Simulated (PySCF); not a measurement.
# Correlation energy of Ti²⁺ (titanium, charge +2)

[Ar] 3d1 4p1, one real determinant (an excited configuration). Computed with PySCF 2.14 in def2-TZVPPD, with no relativity, point nucleus. Frozen: [Ne]; 10 electrons correlated.

| level | correlation energy (mhartree) |
| --- | --- |
| CCSD | -250.93 |
| (T) | -5.11 |
| CCSD(T) | -256.04 |

Diagnostics: T1 = 0.0075, D1 = 0.0295, largest double amplitude 0.034.

The real determinant used has ⟨L²⟩ near 8 against 12 for a pure F term, so it mixes terms.

Cost of the coupled-cluster step: roughly 5 core-seconds, for 10 correlated electrons.

Iterations:

```
CC2 = 0
CCSD nocc = (np.int64(6), np.int64(4)), nmo = (62, 62)
frozen orbitals [[0, 1, 2, 3, 4], [0, 1, 2, 3, 4]]
max_cycle = 100
direct = 0
conv_tol = 1e-08
conv_tol_normt = 1e-06
diis_space = 8
diis_start_cycle = 0
Init t2, MP2 energy = -0.224952491982836
Init E_corr(UCCSD) = -0.224952491986158
cycle = 1  E_corr(UCCSD) = -0.24582063424835  dE = -0.0208681423  norm(t1,t2) = 0.0335793
cycle = 2  E_corr(UCCSD) = -0.249645714920383  dE = -0.00382508067  norm(t1,t2) = 0.0106107
cycle = 3  E_corr(UCCSD) = -0.251050492247136  dE = -0.00140477733  norm(t1,t2) = 0.00434551
cycle = 4  E_corr(UCCSD) = -0.250926805316047  dE = 0.000123686931  norm(t1,t2) = 0.000990729
cycle = 5  E_corr(UCCSD) = -0.250912394414005  dE = 1.4410902e-05  norm(t1,t2) = 0.000720229
cycle = 6  E_corr(UCCSD) = -0.250937850705893  dE = -2.54562919e-05  norm(t1,t2) = 0.000565658
cycle = 7  E_corr(UCCSD) = -0.250933985996912  dE = 3.86470898e-06  norm(t1,t2) = 0.000287601
cycle = 8  E_corr(UCCSD) = -0.25093357637619  dE = 4.09620721e-07  norm(t1,t2) = 5.4916e-05
cycle = 9  E_corr(UCCSD) = -0.250933244365839  dE = 3.32010351e-07  norm(t1,t2) = 1.06911e-05
cycle = 10  E_corr(UCCSD) = -0.250933141897547  dE = 1.02468293e-07  norm(t1,t2) = 2.5032e-06
cycle = 11  E_corr(UCCSD) = -0.250933156764196  dE = -1.48666494e-08  norm(t1,t2) = 7.26829e-07
cycle = 12  E_corr(UCCSD) = -0.25093316029193  dE = -3.52773349e-09  norm(t1,t2) = 1.97306e-07
UCCSD converged
E(UCCSD) = -847.6286584931263  E_corr = -0.2509331602919297
UCCSD(T) correction = -0.00511136203811963
```

The reference is one real determinant that mixes LS terms of this configuration.

This basis was not built for core-valence correlation, so the inner-shell part is incomplete.
